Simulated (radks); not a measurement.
Values are calculated unless marked as measured or tabulated.
Coulomb parameter of the 4f shell of the terbium ion Tb2+ in the model configuration [Xe] 4f8 5d1, as a second difference U = [E(n + 0.5) + E(n - 0.5) - 2 E(n)] / (0.5)^2 with all orbitals relaxed. "Bare": the charge of the atom changes with n. "Screened": the 5d shell takes up the change at fixed total charge, which measures U(4f,4f) + U(5d,5d) - 2 U(4f,5d). Code: a radial shooting solver on a logarithmic mesh with Libxc functionals. Model: scalar-relativistic Kohn-Sham, r2SCAN, spin-unpolarised, spherical densities, finite nucleus; meta-GGA in the generalised Kohn-Sham scheme; Fermi nuclear charge, rms radius 5.06 fm.

start: configuration [Xe] 4f8 5d1; E - E(n) (eV) 0.000
bare +0.5: configuration [Xe] 4f8.5 5d1; E - E(n) (eV) -9.253
bare -0.5: configuration [Xe] 4f7.5 5d1; E - E(n) (eV) 13.530
screened +0.5: configuration [Xe] 4f8.5 5d0.5; E - E(n) (eV) -3.337
screened -0.5: configuration [Xe] 4f7.5 5d1.5; E - E(n) (eV) 4.561

U(bare) = 17.108 eV, U(screened by 5d) = 4.895 eV, against the Slater integral F0(4f,4f) = 30.456 eV with frozen orbitals.
